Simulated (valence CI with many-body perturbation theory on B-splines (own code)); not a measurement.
**Hyperfine factors and g values of Ta LIX**

Calculated by configuration interaction combined with many-body perturbation theory (CI+MBPT): five valence electrons over a frozen Dirac-Fock core [Ne], a basis of 11 s, 11 p, 10 d, 8 f, 5 g, 2 h functions for each j, with the one-electron correlation potential Σ1 (screened to all orders), the two-electron term Σ2, the three-electron term Σ3, Breit, model QED; selected single and double excitations, second order for the rest, scaled by the run's own slope (own B-spline code, finite nucleus).

The last digits are not significant, and no measured levels were compared; by estimate large intervals hold to a few tenths of a per cent, small ones and those within an open d or f shell to about a per cent. Among the levels kept, up to 3200 cm⁻¹ of a level comes from second order outside the variational space, and about a tenth of that is noise between levels of different J, which matters for small intervals.

A/g_I is the dipole constant over the nuclear g factor μ/I (μ in nuclear magnetons, uniformly magnetised nucleus), B/Q the quadrupole constant per barn. Both hold the static response of the core; the bare values leave it out. Large factors of s and p1/2 electrons are usually good to 5 to 10 %; those of open d and f shells near neutrality can be off by tens of per cent, and small factors of p3/2, d and f electrons come from cancelling terms and can be off by a factor of two or in sign, in half-filled shells by more. B is blank for J = 1/2, where it vanishes, and for nearly pure S terms. Energies count from the lowest level.

Levels are named by their leading jj configuration (3d3/2^4 stands for four electrons in 3d with j = 3/2), which in mixed levels can hold well under half, so a name can repeat and another be missing. Letters in brackets count levels of one name in rising energy.

```
                             Level  E (Ry)      g  A/g_I (MHz)  A/g_I bare  B/Q (MHz/b)  B/Q bare
        (3s^2 3p1/2^2 3p3/2) J=3/2   0.000  1.343       198000      198000       386000    381000
        (3s^2 3p1/2^2 3d3/2) J=3/2  16.585  0.777       107000      109000        64100     66200
        (3s^2 3p1/2^2 3d5/2) J=5/2  23.129  1.195        47500       50300        54500     57000
        (3s^2 3p1/2 3p3/2^2) J=3/2  23.457  1.453      -103000      -97700        30000     29600
        (3s^2 3p1/2 3p3/2^2) J=5/2  24.312  1.187       511000      504000         -782      -764
        (3s^2 3p1/2 3p3/2^2) J=1/2  25.421  0.648      1740000     1710000                       
        (3s 3p1/2^2 3p3/2^2) J=5/2  36.001  1.457      1140000     1120000        82500     81300
        (3s 3p1/2^2 3p3/2^2) J=3/2  38.160  1.146      -605000     -587000       -40700    -40000
        (3s 3p1/2^2 3p3/2^2) J=1/2  38.288  2.048      4640000     4550000                       
(3s^2 3p1/2 3p3/2 3d3/2) J=5/2 [a]  39.861  0.956       383000      379000       -40300    -38400
(3s^2 3p1/2 3p3/2 3d3/2) J=1/2 [a]  40.096  0.212       643000      636000                       
(3s^2 3p1/2 3p3/2 3d3/2) J=3/2 [a]  40.110  0.903       381000      377000      -238000   -235000
    (3s^2 3p1/2 3p3/2 3d3/2) J=7/2  40.751  1.022       379000      376000       425000    422000
(3s^2 3p1/2 3p3/2 3d3/2) J=5/2 [b]  42.893  1.159        55400       58600       402000    398000
(3s^2 3p1/2 3p3/2 3d3/2) J=1/2 [b]  43.619  1.663      1210000     1190000                       
(3s^2 3p1/2 3p3/2 3d3/2) J=3/2 [b]  43.661  1.218       -63400      -57500        18100     16700
(3s^2 3p1/2 3p3/2 3d5/2) J=7/2 [a]  45.486  1.302       -79000      -73900       432000    429000
(3s^2 3p1/2 3p3/2 3d5/2) J=3/2 [a]  46.375  1.334      -264000     -255000      -147000   -144000
    (3s^2 3p1/2 3p3/2 3d5/2) J=9/2  46.422  1.181       283000      281000       432000    429000
(3s^2 3p1/2 3p3/2 3d5/2) J=5/2 [a]  46.633  1.118       366000      362000      -284000   -280000
(3s^2 3p1/2 3p3/2 3d5/2) J=5/2 [b]  48.120  1.274       -68900      -64100        24100     25300
(3s^2 3p1/2 3p3/2 3d5/2) J=7/2 [b]  48.198  1.122       325000      322000         -371      1800
(3s^2 3p1/2 3p3/2 3d5/2) J=3/2 [b]  48.823  0.931       518000      511000        41400     41600
              (3s^2 3p3/2^3) J=3/2  49.011  1.303       208000      207000      -415000   -409000
    (3s^2 3p1/2 3p3/2 3d5/2) J=1/2  49.103  1.226      -525000     -511000                       
(3s 3p1/2^2 3p3/2 3d3/2) J=5/2 [a]  52.266  1.259       898000      884000       119000    117000
(3s 3p1/2^2 3p3/2 3d3/2) J=3/2 [a]  52.422  1.255       488000      483000         4650      3060
(3s 3p1/2^2 3p3/2 3d3/2) J=1/2 [a]  52.580  2.378      2720000     2670000                       
    (3s 3p1/2^2 3p3/2 3d3/2) J=7/2  53.027  1.247       854000      841000       409000    405000
(3s 3p1/2^2 3p3/2 3d3/2) J=3/2 [b]  54.357  1.004       448000      443000      -205000   -202000
(3s 3p1/2^2 3p3/2 3d3/2) J=5/2 [b]  55.179  0.873      -204000     -196000       228000    227000
(3s 3p1/2^2 3p3/2 3d3/2) J=1/2 [b]  55.495  0.555       879000      864000                       
        (3s^2 3p1/2 3d3/2^2) J=5/2  57.453  0.782       307000      305000        89400     89000
    (3s 3p1/2^2 3p3/2 3d5/2) J=9/2  57.928  1.346       670000      661000       426000    423000
(3s 3p1/2^2 3p3/2 3d5/2) J=5/2 [a]  59.135  1.375       986000      970000      -210000   -207000
(3s 3p1/2^2 3p3/2 3d5/2) J=7/2 [a]  59.690  1.259       462000      457000       213000    212000
(3s 3p1/2^2 3p3/2 3d5/2) J=3/2 [a]  59.814  1.117      -490000     -475000      -193000   -191000
      (3s 3p1/2 3p3/2^3) J=3/2 [a]  60.264  1.493       884000      871000      -346000   -342000
        (3s^2 3p1/2 3d3/2^2) J=1/2  60.494  0.633      1720000     1690000                       
        (3s^2 3p1/2 3d3/2^2) J=3/2  60.817  0.792      -269000     -259000       -39400    -38600
```

Take the isotope of mass number 181, with I = 7/2, μ = 2.365 μN and Q = 3.17 b. What is the hyperfine structure of (3s 3p1/2^2 3p3/2^2) J=3/2?

From the table A = -409000 MHz, B = -129000 MHz. Shifts from the centre of gravity in MHz: F = 2: 2690000, F = 3: 1560000, F = 4: -42400, F = 5: -2180000.
